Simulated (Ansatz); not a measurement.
FH3S3Zr (`[F][Zr]([SH])([SH])[SH]`), relaxed with RKS PBE0-D4/def2-TZVP in Ansatz 0.2.0 from a GFN2-xTB geometry. The force threshold is 0.005 eV/Å; the program also tests the step.

The species carries charge 0 and has multiplicity 1. Zr: def2 effective core potential.

Start:

```xyz
8

F    -0.939    0.194   -1.439
Zr   -0.074    0.081    0.196
S     1.612   -1.641   -0.220
S    -1.673   -0.729    1.857
S     0.905    2.312    0.430
H     1.885   -1.150   -1.440
H    -1.860   -1.873    1.175
H     0.144    2.806   -0.559
```

```csv
step,energy (eV),largest force (eV/Å),largest move (Å)
1,-36546.9304,0.627,0.000
2,-36547.0070,0.634,0.193
3,-36547.0448,0.225,0.102
4,-36547.0569,0.358,0.121
5,-36547.0728,0.205,0.200
6,-36547.0772,0.027,0.079
7,-36547.0777,0.082,0.027
8,-36547.0782,0.031,0.059
9,-36547.0785,0.004,0.019
10,-36547.0785,0.009,0.009
11,-36547.0785,0.000,0.002
```

End:

```xyz
8

F    -1.055    0.003   -1.669
Zr   -0.044    0.001   -0.069
S     1.767   -1.610   -0.151
S    -1.407   -0.560    1.856
S     0.950    2.168    0.370
H     2.020   -1.279   -1.435
H    -2.052   -1.505    1.140
H    -0.179    2.783   -0.042
```

Hardware: 4 threads of an Arm Neoverse V2 on a shared host. Wall time 56 s, peak host memory 0.65 GiB.
